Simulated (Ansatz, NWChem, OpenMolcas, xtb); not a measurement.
## Ligand exchange: GaH3 + CH4S → GaH2(SH) + CH4

Gas-phase species: GaH3 `[GaH3]`, singlet; CH4S (methanethiol) `CS`, singlet; GaH2(SH), singlet; CH4 (methane) `C`, singlet. The partners trade H for SH: Ga–H and C–SH bonds give way to Ga–SH and C–H.

Shapes, held fixed at every level: PBE0-D4/def2-TZVP. Programs: Ansatz 0.2.0, NWChem 7.3.0, OpenMolcas 26.06, xtb 6.7.1. A level may come from different programs for different species; with the same settings they agree closely. The zero-point and thermal change to 298 K, harmonic and unscaled (PBE0-D4/def2-TZVP), is +7.9 kJ/mol.

Task: Estimate ΔH(298 K) of this reaction.

Result: The highest level, CCSD(T)/def2-TZVPP, gives ΔH(298 K) = -162.2 kJ/mol; the levels span -170.0 to -147.0. The column of differences is taken from that level and isn't an error. No measured value is set beside it here. Relativity is left out for Ga. Outer-core shells of Ga are correlated, in sets that cover them unevenly.

```tsv
level	kind	ΔH(298 K) (kJ/mol)	less CCSD(T)/def2-TZVPP
GFN2-xTB	semi-empirical	-147.0	+15.2
HF/def2-SVP	Hartree–Fock	-163.0	-0.8
r2SCAN-D4/def2-TZVPP	meta-GGA	-167.2	-5.0
B3LYP-D4/def2-TZVPP	global hybrid	-161.4	+0.8
wB97X-V/def2-TZVPP	range-separated hybrid	-155.7	+6.5
MP2/def2-SVP	perturbation theory	-170.0	-7.8
CCSD/def2-SVP	coupled cluster or CI	-165.0	-2.8
CCSD/def2-TZVPP	coupled cluster or CI	-160.8	+1.4
CCSD(T)/def2-TZVPP	coupled cluster or CI	-162.2	0.0
```
